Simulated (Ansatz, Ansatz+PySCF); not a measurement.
```xyz
3

Cl    0.0000    0.0000   -2.3684
Mg    0.0000    0.0000    0.0000
Cl    0.0000    0.0000    2.3684
```

Basis set: def2-SVP (spherical functions). Correlated methods keep 11 orbitals frozen. Charge 0, multiplicity 1.

Computed with Ansatz (development build ahead of 0.2.0); each method stands on the lowest determinant of its kind that the runs found. Restricted open shells among the atoms or ions are ROHF, correlated in semicanonical orbitals with singles.

Q: Give the atomization energy at this shape (free ground-state atoms in the same class of orbitals less the molecule, no zero-point energy) of singlet MgCl2 by RHF-CCSD(T), RHF-CCSD, RHF-MP2, UHF-MP2, RHF, UHF.

A:

```tsv
method	atomization energy
RHF-CCSD(T)	7.21 eV
RHF-CCSD	7.11 eV
RHF-MP2	7.63 eV
UHF-MP2	7.66 eV
RHF	6.51 eV
UHF	6.30 eV
```

Caution: the shape is not the minimum.
